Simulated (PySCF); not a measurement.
Computed with PBE-D3(BJ)/def2-TZVP // PBE0-D3(BJ)/def2-TZVP run with PySCF 2.14.0. Isolated molecules, 0 K electronic values unless said otherwise. One relaxed conformer stands for a flexible species; it need not be the lowest. 

Reference species (SMILES): `C1[Si@H]([SiH2]1)[SiH3]` (neutral, multiplicity 1).

```json
{
 "HOMO–LUMO gap": "4.41 eV",
 "HOMO": "-5.70 eV"
}
```

Changed species: `C[SiH2][SiH]=[SiH2]` (C–Si–Si–Si torsion 2°).

### Question
Predict the effect on the HOMO–LUMO gap and HOMO.

### Answer
the HOMO–LUMO gap falls by 1.81 eV, to 2.60 eV; the HOMO rises by 0.60 eV, to -5.10 eV.
